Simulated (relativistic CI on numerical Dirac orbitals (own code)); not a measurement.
## One change at a time: Re LVIII

Base calculation: Dirac-Coulomb-Breit CI, separate exchange-only KLI orbitals for each configuration, QED by a radiative potential, unscaled Slater integrals.

CI space (outside the closed core [Ne]): 3s2 3p6, 3s2 3p5 3d, 3s 3p6 3d, 3s2 3p5 4s, 3s2 3p5 4p, 3s2 3p5 4d, 3s 3p6 4s, 3p6 3d 4p, 3p6 3d2, 3p5 3d3, 3p5 3d2 4s, 3p5 3d2 4p, 3p5 3d2 4d, 3p6 3d 4s, 3p5 3d 4s2, 3p5 3d 4s 4p, 3p5 3d 4s 4d. Double excitations out of closed p, d and f shells are left out; levels of such configurations are missing from the list, as are those of other unlisted configurations, and high levels can miss mixing partners.

The lowest level and the first level of each name with at least 55 % of one term (blank where a level has no safe partner in the second run):

```
           Level  Base (eV)  Shift (eV)
    3s2 3p6 1S_0       0.00        0.00
3s2 3p5 3d 3P°_0     241.30       -0.17
3s2 3p5 3d 3P°_1     253.00       -0.17
3s2 3p5 3d 3F°_3     257.16       -0.18
3s2 3p5 3d 3F°_4     333.06       -0.18
3s2 3p5 3d 3D°_3     350.33       -0.17
3s2 3p5 3d 3F°_2     621.08       -0.18
  3s 3p6 3d 3D_1     846.28       -0.38
  3s 3p6 3d 3D_2     853.13       -0.26
  3s 3p6 3d 3D_3     929.51       -0.38
  3s 3p6 3d 1D_2     943.84       -0.07
    3p6 3d2 3F_2    1709.36       -0.38
    3p6 3d2 3P_0    1734.55       -0.36
    3p6 3d2 3F_3    1788.55       -0.27
    3p6 3d2 1G_4    1803.17       -0.30
    3p6 3d2 3P_1    1805.25       -0.27
    3p6 3d2 3F_4    1876.66       -0.29
    3p6 3d2 1S_0    1912.19       -0.50
   3p5 3d3 3I°_7    2121.73       -0.45
```

At this charge energies of transitions that change n are usually good to better than 1 %, and those within a shell (Δn = 0) to a few per cent.

Question: One thing was changed in a second run, which moved the levels as shown. Which?
A. configuration mixing switched off
B. QED terms removed
C. Breit term removed

Answer: A. Configuration mixing switched off. Without mixing, levels that were pushed by configurations of the same parity and J return to their single-configuration places.

LS names give the leading component of a level, which can be under half, so a name can repeat, a term be missing and a line seem to break the LS rules.
